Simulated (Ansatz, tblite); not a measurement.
Forces on Al3B⁻ at its B3LYP-D4/def2-TZVPD geometry. The state is a doublet with charge -1.

The xTB rows come from tblite. The structure comes from a short search, and lower isomers may exist.

GFN2-xTB (tblite), largest force 0.73 eV/Å:

```xyz
4
positions Å, forces eV/Å
B     0.118    0.225    0.106    0.452    0.302   -0.491
Al    1.924   -0.747   -0.040   -0.222    0.109    0.012
Al   -1.142   -0.758    1.269   -0.348   -0.276    0.312
Al   -0.900    1.280   -1.335    0.118   -0.134    0.166
```

PBE-D4/def2-TZVPD (Ansatz), largest force 0.07 eV/Å:

```
B 0.004 0.060 0.034
Al 0.001 -0.040 0.007
Al 0.022 0.001 -0.043
Al -0.027 -0.021 0.002
```
